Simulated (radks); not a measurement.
The numbers below are computed, except where a source is named.
Neutral argon, configuration [Ar] (the NIST ground configuration). Level of theory: scalar-relativistic Kohn-Sham, BLYP, spin-polarised, spherical densities, finite nucleus; Fermi nuclear charge, rms radius 3.4274 fm (a radial shooting solver on a logarithmic mesh with Libxc functionals).

Local quantities along the radius. ELF = 1/(1 + alpha^2) is the electron localisation function; alpha = (tau - tau_W)/tau_unif compares the Pauli kinetic energy density with that of the uniform gas (summed over spins). tau is taken from the large components.

r (bohr),ELF,alpha
0.00512,1.000,0.01275
0.006508,1.000,0.01354
0.00834,1.000,0.01472
0.0106,1.000,0.01638
0.01348,1.000,0.01883
0.01727,0.999,0.02268
0.02196,0.999,0.02860
0.02814,0.998,0.03889
0.03577,0.997,0.05686
0.04547,0.992,0.09187
0.05827,0.972,0.1706
0.07408,0.890,0.3508
0.09492,0.616,0.7891
0.1207,0.309,1.496
0.1534,0.254,1.716
0.1966,0.461,1.082
0.2499,0.732,0.6052
0.3177,0.846,0.4266
0.4071,0.840,0.4359
0.5175,0.604,0.8093
0.6632,0.137,2.509
0.8431,0.175,2.170
1.072,0.700,0.6544
1.373,0.872,0.3839
1.746,0.854,0.4135
2.22,0.743,0.5878
2.844,0.481,1.039
3.616,0.176,2.166
4.634,0.029,5.812
5.89,0.002,20.56

On this mesh the ELF has minima near r = 0.14, 0.75 bohr, which separate the shells, and maxima near 0.36 (0.86), 1.5 (0.87).

Self-consistent cycle (total energy in hartree, residual of the potential): 1: -529.350677, 1e+00; 2: -529.398467, 9e-01; 3: -529.435395, 3e-02; 4: -529.435869, 2e-02; 5: -529.435760, 2e-02; 6: -529.435870, 2e-03; 7: -529.435871, 6e-04; 8: -529.435871, 4e-04; 9: -529.435871, 9e-06; 10: -529.435871, 5e-06; 11: -529.435871, 3e-06; 12: -529.435871, 4e-06; 13: -529.435871, 1e-07; 14: -529.435871, 4e-08; 15: -529.435871, 1e-08; 16: -529.435871, 1e-08; 17: -529.435871, 4e-09; 18: -529.435871, 4e-09; 19: -529.435871, 3e-09.
